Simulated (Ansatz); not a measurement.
Input file for Ansatz (a first-principles code): R-CCSD(T)/def2-SVP on H3NOPb (SMILES [NH2][Pb][OH]), a point of a torsion scan. Elements past Kr take the def2 small-core potentials; no spin–orbit coupling. The run froze 11 orbitals, filled d shells among them.

Ansatz 0.2 input:
```yaml
crystal:
  periodic: [false, false, false]
  atoms:
    - {symbol: N, position_ang: [-1.21489123, -0.04653301, 0.15810690]}
    - {symbol: Pb, position_ang: [0.37724363, -1.16150116, 1.01833042]}
    - {symbol: O, position_ang: [1.87745266, -0.24011253, -0.25669520]}
    - {symbol: H, position_ang: [-2.18603836, -0.00095915, 0.42326149]}
    - {symbol: H, position_ang: [-1.07517089, 0.61502918, -0.58735645]}
    - {symbol: H, position_ang: [2.42093107, -0.74683329, -0.85159259]}
basis:
  gaussian:
    orbitals: def2-SVP
magnetization: {spin_polarized: false}
correlation: {method: ccsd_t, electrons: outside_noble_gas}
scf: {lower_state_search: off}
```

Problem. Give the final energy of this run.

Solution. -323.2471 hartree (reference determinant -322.7806, T1 diagnostic 0.024).
